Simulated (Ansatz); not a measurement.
Ideal-gas functions of Cl6W (`[Cl][W]([Cl])([Cl])([Cl])([Cl])[Cl]`) at 800 K and 1 bar, from an Ansatz frequency run at PBE0-D4/def2-TZVP.

Molar mass 396.56 g/mol, point group Oh (symmetry number 24), electronic degeneracy 1, moments of inertia 741.937, 741.939, 741.949 u Å². Harmonic wavenumbers (cm⁻¹, unscaled): 86, 86, 86, 167, 167, 167, 202, 202, 202, 332, 332, 377, 377, 377, 417.

Use S(trans) = R[1.5 ln M + 2.5 ln T − 1.1517]; rotational temperatures θ = 24.2544 K / I; S(rot) = R[ln(√π/σ · √(T³/θAθBθC)) + 1.5]; for each mode x = 1.438777 ν̃/T, S = R[x/(eˣ − 1) − ln(1 − e⁻ˣ)] and H = RT x/(eˣ − 1); 1 cm⁻¹ = 0.0119627 kJ/mol; R = 8.31446 J/(mol·K).

By hand: the entropy, in J/(mol·K).

Translation 204.0. Rotation: θ = 0.0327, 0.0327, 0.0327 K, giving 116.8. Vibration, mode by mode: 23.84, 23.84, 23.84, 18.35, 18.35, 18.35, 16.78, 16.78, 16.78, 12.72, 12.72, 11.70, 11.70, 11.70, 10.90, in all 248.4. Electronic 0.0. Sum 569.2 J/(mol·K).

By hand: H − E and G − E in kJ/mol, counted from the electronic energy.

Zero-point energy ½ × 3577 × 0.0119627 = 21.4; thermal vibration 80.2; translation, rotation and pV give 4 RT = 26.6. H − E = 128.2 kJ/mol, and G − E = 128.2 − 800 × 569.2/1000 = -327.2 kJ/mol.

Vibration gives 44 % of the entropy, 71.5 J/(mol·K) of it from the modes under 150 cm⁻¹: soft modes count most, and the harmonic formula is weakest for them.
